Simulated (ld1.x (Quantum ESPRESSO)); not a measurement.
Plane-wave convergence, TM potential for phosphorus

```json
{"Element": "P", "Generator": "ld1.x (Quantum ESPRESSO) 7.5", "Type": "norm-conserving Troullier–Martins (Kleinman–Bylander form)", "Functional": "LDA (PZ)", "Relativity": "non-relativistic", "Frozen core": "[Ne]", "Valence charge": "5", "Reference configuration": "3s2 3p2 (charge +1)", "Partial waves": "3p (bound): rc 1.95 bohr; 3d channel at -0.15 Ry: rc 1.50 bohr; 3s (bound): rc 1.10 bohr", "Local potential": "the s channel", "Core correction": "a·sin(br)/r model core, default radius (core density twice the valence density)"}
```

The pseudo-atom Hamiltonian at the reference potential is diagonalised in spherical Bessel functions j_l(qr) that vanish at 20 bohr, with q² up to the cutoff. All-electron valence levels (Ry): 3p -1.0524, 3s -1.7083.

**Question.** How do the lowest levels (Ry) of each channel move with the cutoff, and are there ghosts?

**Answer.**

| cutoff (Ry) | p #1 | p #2 | d #1 | d #2 | s #1 | f #1 | Σ f·Δε (mRy) |
| --- | --- | --- | --- | --- | --- | --- | --- |
| 8 | -1.0464 | -0.2281 | -0.2537 | -0.0841 | -1.5155 | -0.0489 | 397.3 |
| 21 | -1.0520 | -0.2297 | -0.2779 | -0.0900 | -1.5878 | -0.0489 | 241.7 |
| 45 | -1.0524 | -0.2297 | -0.2885 | -0.0924 | -1.6697 | -0.0489 | 77.1 |
| 80 | -1.0524 | -0.2297 | -0.2894 | -0.0925 | -1.7050 | -0.0489 | 6.5 |
| 140 | -1.0524 | -0.2297 | -0.2894 | -0.0925 | -1.7073 | -0.0489 | 1.9 |
| 260 | -1.0524 | -0.2297 | -0.2894 | -0.0925 | -1.7080 | -0.0489 | 0.5 |
| 400 | -1.0524 | -0.2297 | -0.2894 | -0.0925 | -1.7083 | -0.0489 | 0.0 |

Result: no extra level below or beside the all-electron valence levels (p, d, s, f tested); 10 mRy is reached at 70 Ry and 1 mRy at 200 Ry.
